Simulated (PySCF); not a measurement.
## Xe (xenon, neutral) across methods

[Kr] 4d10 5s2 5p5 6s1, 6s spin antiparallel (an excited configuration). Calculation: PySCF 2.14, in aug-cc-pVQZ-DK3 (9s8p6d3f2g, 102 functions); the spin-free X2C one-electron Hamiltonian (Gaussian nucleus).

```
method  E (hartree)  mean ε 5p α (eV)  mean ε 5p β (eV)  mean ε 6s β (eV)  Σ⟨r²⟩ (bohr²)   ⟨S²⟩
r2SCAN     -7445.85           -12.592           -11.783            -2.085          83.71  1.006
M06-2X     -7446.52           -14.892           -13.936            -3.008          83.24  1.005
  MN15     -7451.10           -14.147           -13.481            -2.644          82.84  1.004
 wB97X     -7446.13           -15.812           -15.030            -3.390          83.34  1.003
   PBE     -7445.43           -12.067           -11.421            -2.028          83.37  1.003
   LDA     -7439.14           -12.162           -11.537            -2.113          82.53  1.002
   UHF  -7442.86100           -16.796           -15.727            -3.178          85.35  1.011
```

Task: Estimate the same row for PBE0.

Result: E (hartree) = -7445.51; mean ε 5p α (eV) = -13.497; mean ε 5p β (eV) = -12.761; mean ε 6s β (eV) = -2.418; Σ⟨r²⟩ (bohr²) = 83.65; ⟨S²⟩ = 1.004.

The outer electron is Rydberg-like, and this basis confines it to a smaller radius and binds it less than a complete one would. With the s spin flipped the determinant is a mixture of two multiplicities, not a spectroscopic state.
